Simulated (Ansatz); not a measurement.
Start from `C[SiH](Cl)N[SiH2]Cl` and change one atom or group to get `C[SiH](Cl)[NH][AlH2]`.

Ansatz, PBE0-D4/def2-TZVP geometries, multiplicity 1. Each molecule was computed in one conformer, which needn't be the lowest.

```tsv
property	`C[SiH](Cl)N[SiH2]Cl`
size of the dipole moment (B3LYP/def2-TZVPP) / D	0.59
HOMO–LUMO gap (B3LYP/def2-TZVPP) / eV	7.99
HOMO energy (PBE0/def2-TZVPP) / eV	-8.29
HOMO–LUMO gap (PBE/def2-TZVPP) / eV	6.25
HOMO–LUMO gap (ωB97M-V/def2-TZVPP) / eV	12.37
HOMO–LUMO gap (PBE0/def2-TZVPP) / eV	8.48
```

Give the same properties after the change, and the shifts. (An estimate is asked.)

Ansatz gave: 
```json
{"property": "size of the dipole moment (B3LYP/def2-TZVPP) / D", "`C[SiH](Cl)[NH][AlH2]`": "2.11", "shift": "1.52"}
{"property": "HOMO–LUMO gap (B3LYP/def2-TZVPP) / eV", "`C[SiH](Cl)[NH][AlH2]`": "6.57", "shift": "-1.42"}
{"property": "HOMO energy (PBE0/def2-TZVPP) / eV", "`C[SiH](Cl)[NH][AlH2]`": "-8.09", "shift": "0.20"}
{"property": "HOMO–LUMO gap (PBE/def2-TZVPP) / eV", "`C[SiH](Cl)[NH][AlH2]`": "4.96", "shift": "-1.29"}
{"property": "HOMO–LUMO gap (ωB97M-V/def2-TZVPP) / eV", "`C[SiH](Cl)[NH][AlH2]`": "10.92", "shift": "-1.45"}
{"property": "HOMO–LUMO gap (PBE0/def2-TZVPP) / eV", "`C[SiH](Cl)[NH][AlH2]`": "7.03", "shift": "-1.45"}
```

With PBE0 the HOMO rises by 0.20 eV and the LUMO falls by 1.25 eV, so the gap narrows by about 1.45 eV. PBE moves the HOMO by 0.14 eV and ωB97M-V by 0.18 eV. Dipoles are sizes alone; their direction can turn.

B3LYP here is the variant with VWN-RPA as its local correlation; programs differ in this.
